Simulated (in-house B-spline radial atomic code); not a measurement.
Atomic self-consistent-field run: Te²⁺. Method: scalar-relativistic (X2C) M06-2X, spin-polarised, spherical fractional occupations, Fermi nucleus of rms radius 4.7423 fm. Calculated with a radial B-spline atomic code at the basis-set limit.

In the input, 3d5,1 would mean five up and one down electron.

Command:
```bash
python run_scf.py task.json out
```
Settings (nuclear radius in fm, mass in u):
```
Z                52
configuration    1s2 2s2 2p6 3s2 3p6 3d10 4s2 4p6 4d10 5s2 5p2,0
hamiltonian      x2c
method           m062x
spin_polarised   True
nucleus          fermi
rms_radius       4.7423
atomic_mass      129.90622
speed_of_light   137.035999084
```

Output (hartree, bohr):
```
 radial grid: 79 intervals, B-splines of order 8, outer radius 53.7037 bohr

 iter        energy (Eh)    residual
    1       -6793.322819    1.94e-01
    2       -6793.342773    5.70e-03
    3       -6793.342985    2.15e-03
    4       -6793.343011    1.28e-03
    5       -6793.343022    2.68e-04
    6       -6793.343022    7.73e-05
    7       -6793.343022    1.75e-05
    8       -6793.343022    1.01e-05
    9       -6793.343022    1.41e-05
   10       -6793.343022    8.19e-06
   11       -6793.343022    6.12e-06
   12       -6793.343022    9.47e-06
   13       -6793.343022    7.67e-06
   14       -6793.343022    6.35e-06
   15       -6793.343022    3.14e-06
   50       -6793.343022    3.73e-06
   51       -6793.343022    4.90e-06
   52       -6793.343022    4.34e-06
   53       -6793.343022    1.04e-05
   54       -6793.343022    6.66e-06
   55       -6793.343022    6.53e-06
   56       -6793.343022    6.63e-06
   57       -6793.343022    6.20e-06
   58       -6793.343022    2.07e-06
   59       -6793.343022    3.00e-06
   60       -6793.343022    2.16e-06
   61       -6793.343022    3.53e-06
   62       -6793.343022    4.83e-06
   63       -6793.343022    1.16e-06
   64       -6793.343022    1.01e-07

 total energy                     -6793.34302
 kinetic                            7185.2124
 electron-nucleus                 -16470.0996
 Hartree                            2669.2272
 exact exchange                      -94.0504
 exchange-correlation                -83.6327

 orbital      occ     eigenvalue          <r>       <r^2>       <1/r>       r_max
 1s up      1.000     -1168.1960    0.0272218  0.00101398     58.2754     0.01721
 1s down    1.000     -1168.1917    0.0272218  0.00101398     58.2756     0.01721
 2s up      1.000      -181.3092     0.119431   0.0168815     13.2387      0.1013
 2s down    1.000      -181.3070     0.119431   0.0168814     13.2388      0.1013
 2p up      3.000      -163.0708     0.104489   0.0133466     12.2495     0.08082
 2p down    3.000      -163.0674      0.10449    0.013347     12.2493     0.08082
 3s up      1.000       -37.2813     0.322013    0.118648      4.6622      0.2928
 3s down    1.000       -37.2767     0.322001    0.118639     4.66236      0.2928
 3p up      3.000       -31.3028     0.319582     0.11858     4.35684      0.2859
 3p down    3.000       -31.2972     0.319591    0.118587      4.3567      0.2859
 3d up      5.000       -22.1263     0.295978    0.103717     4.09833       0.237
 3d down    5.000       -22.1239     0.295955      0.1037     4.09858       0.237
 4s up      1.000        -7.2313     0.766019    0.663448     1.84256       0.701
 4s down    1.000        -7.2243     0.765931    0.663008       1.842      0.7013
 4p up      3.000        -5.3283     0.821611     0.76999     1.66668      0.7365
 4p down    3.000        -5.3199     0.821244    0.768624     1.66623       0.737
 4d up      5.000        -2.4790     0.968525     1.10008     1.36843      0.8075
 4d down    5.000        -2.4703     0.959664     1.07554     1.37717      0.8066
 5s up      1.000        -1.3671      1.99672     4.46856    0.649326       1.785
 5s down    1.000        -1.2148      2.02622     4.63947    0.645932       1.768
 5p up      2.000        -0.8901      2.33424     6.12603    0.545038       2.062
```

Run time, properties included: 3.1 s on 1 thread of Arm Neoverse N1, with other jobs on the host.

States collapsed into the nucleus by a negative tau potential were left out of the aufbau.

Caution: exact exchange at fractional occupations of open shells leaves self-interaction of up to several eV.

One-electron X2C: radii and densities carry no picture-change correction, so inner-shell <1/r> comes out high (for 1s by about 2 % at Z = 33, 5 % at 54, 10 % at 75, 30 % at 118) and <r> low.
